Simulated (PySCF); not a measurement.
**From a computed spectrum to the compound**

A species of 4 atoms with charge 3 has these harmonic modes (PBE, small Gaussian bases with core potentials, PySCF 2.14.0):

| cm⁻¹ | km/mol | symmetry |
| --- | --- | --- |
| 477 | 11.2 | a1 |
| 679 | 94.8 | b2 |
| 730 | 415.6 | b1 |
| 1597 | 165.4 | a1 |
| 3209 | 858.6 | a1 |
| 3212 | 590.4 | b2 |

Problem. Which species is it, and in which structure?

Solution. [Yb(H2O)]3+ (singlet in the valence; each metal's 4f electrons, 13 of them, lie in its core potential, out of spins and levels):
```xyz
4

Yb    0.0000    0.0000   -0.2062
O     0.0000    0.0000    1.9198
H     0.7915    0.0000    2.5599
H    -0.7915    0.0000    2.5599
```
Ideal gas at 298.15 K and 1 bar: S = 265.9 J/(mol K), Cp = 45.8 J/(mol K), H − H(0 K) = 11.1 kJ/mol (rigid rotor, harmonic modes, spin degeneracy alone, that of the 4f electrons in the core included). An lcecp potential fixes the number of 4f electrons, so in runs with it no electron can move into or out of that shell.
 The answer isn't unique; the calculation gave this one.
